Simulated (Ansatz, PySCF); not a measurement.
Isomers of CH5BFN: 1 is NB(F)C, 2 is CNBF; one conformer of each (the lowest of an xTB search), B3LYP-D3(BJ)/def2-TZVP minima.
Isomer 1 (charge 0, multiplicity 1):
```xyz
9

C     -1.14762    -0.33036    -0.00756
B      0.17244     0.51673    -0.04241
N      1.46056    -0.01946     0.05048
F      0.07622     1.86010    -0.17072
H     -1.72698    -0.16796    -0.92088
H     -1.78455    -0.00642     0.82045
H     -0.97649    -1.40270     0.09759
H      2.28818     0.55311     0.02454
H      1.63825    -1.00303     0.14851
```
Isomer 2 (charge 0, multiplicity 1):
```xyz
9

C     -1.1505    -0.1419     0.0798
N      0.1629     0.4746     0.1330
B      1.3694    -0.1334    -0.1910
F      2.5095     0.5745    -0.0900
H     -1.8110     0.3806    -0.6169
H     -1.0478    -1.1717    -0.2585
H     -1.6286    -0.1530     1.0627
H      0.1711     1.4374     0.4378
H      1.4250    -1.2671    -0.5569
```

No zero-point or thermal terms.

Rows in 6-31G*, STO-3G carry no dispersion term and start afresh at each structure (6-31G* with six Cartesian d functions).

Run with Ansatz (Gaussian basis) for Hartree–Fock, density functionals and correlated methods; PySCF for 6-31G* rows, STO-3G rows, the dispersion terms. 

Question: One of these levels gives 20.37 kcal/mol for the electronic energy of isomer 2 less that of isomer 1. Which?
A. r2SCAN-D3(BJ)/def2-TZVPP
B. HF/6-31G*
C. HF/STO-3G
D. BLYP/def2-TZVPP

Answer: A, r2SCAN-D3(BJ)/def2-TZVPP. The others give 10.62 (HF/STO-3G), 15.43 (HF/6-31G*), 18.07 (BLYP/def2-TZVPP)

Ansatz is an electronic-structure program.
